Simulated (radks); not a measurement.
Task: These are the eigenvalues of the occupied orbitals of an atom or ion with whole-number occupations (hartree). Method: scalar-relativistic Kohn-Sham, PBE, spin-unpolarised, spherical densities, point nucleus; computed with a radial shooting solver on a logarithmic mesh with Libxc functionals.

1s: -3150.075
2s: -633.6355
2p: -559.1264
3s: -216.2201
3p: -194.5553
3d: -172.6473
4s: -104.3927
4p: -96.20873

Which element is it, and in what charge state? The configuration may be excited.

Result: Z = 80, mercury, charge +48: Hg48+ in [Ar] 3d10 4s2 4p2. The list shows which subshells hold electrons but not how many an open one holds; the 1s level, -3150.1 hartree, gives Z - s = 79.4 by -(Z - s)^2/2, which with screening and relativity narrows Z to a few neighbours, and the depths of the outer levels then fix element, charge and occupations together.
